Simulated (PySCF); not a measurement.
# RhC: frontier orbitals

BP86 at R = 1.591 Å; Rh def2-TZVPP with ECP28, C def2-TZVPP; scalar-relativistic core potentials (PySCF 2.14). State: ²Σ⁺ (doublet), unpaired electrons σ ↑. Only the outer orbitals are listed, counted within each symmetry, core potentials removing the inner ones.

| spin | orbital | occ. | ε (eV) | on Rh (%) | main shells (%) |
| --- | --- | --- | --- | --- | --- |
| α | 4σ | 1 | -14.77 | 26 | 71 C s, 21 Rh d |
| α | 2π | 1 | -8.83 | 68 | 67 Rh d, 31 C p |
| α | 2π | 1 | -8.83 | 68 | 67 Rh d, 31 C p |
| α | 5σ | 1 | -8.46 | 45 | 43 Rh d, 29 C p, 26 C s |
| α | 1δ | 1 | -5.99 | 100 | 100 Rh d |
| α | 1δ | 1 | -5.99 | 100 | 100 Rh d |
| α | 6σ | 1 | -4.81 | 80 | 66 Rh s, 20 C p, 9 Rh d |
| α | 3π | 0 | -3.31 | 47 | 53 C p, 24 Rh d, 23 Rh p |
| α | 3π | 0 | -3.31 | 47 | 53 C p, 24 Rh d, 23 Rh p |
| α | 7σ | 0 | -1.78 | 57 | 42 C p, 21 Rh p, 18 Rh d |
| β | 4σ | 1 | -14.69 | 25 | 72 C s, 21 Rh d |
| β | 2π | 1 | -8.69 | 66 | 65 Rh d, 33 C p |
| β | 2π | 1 | -8.69 | 66 | 65 Rh d, 33 C p |
| β | 5σ | 1 | -8.11 | 44 | 43 Rh d, 28 C s, 27 C p |
| β | 1δ | 1 | -5.70 | 100 | 100 Rh d |
| β | 1δ | 1 | -5.70 | 100 | 100 Rh d |
| β | 6σ | 0 | -4.08 | 79 | 66 Rh s, 22 C p, 9 Rh d |
| β | 3π | 0 | -3.06 | 44 | 56 C p, 27 Rh d, 17 Rh p |
| β | 3π | 0 | -3.06 | 44 | 56 C p, 27 Rh d, 17 Rh p |

Task: Which are the highest filled and the lowest empty level, where do they sit, and how wide is the gap?

Result: Highest filled α 6σ at -4.81 eV (in %: 66 Rh s, 20 C p, 9 Rh d); lowest empty β 6σ at -4.08 eV (in %: 66 Rh s, 22 C p, 9 Rh d); the gap at BP86 is 0.73 eV.

```json
{
  "bond order (Mayer)": "2.91",
  "⟨S²⟩": "0.752",
  "charge on Rh (Mulliken, basis-dependent)": "0.21",
  "charge on Rh (Löwdin, basis-dependent)": "0.10",
  "dipole moment (positive dipole means Rh(−)C(+))": "-1.48 D"
}
```

Spin–orbit coupling is left out. With d or f electrons several states lie close, and the lowest PBE0 determinant need not be the measured ground state.
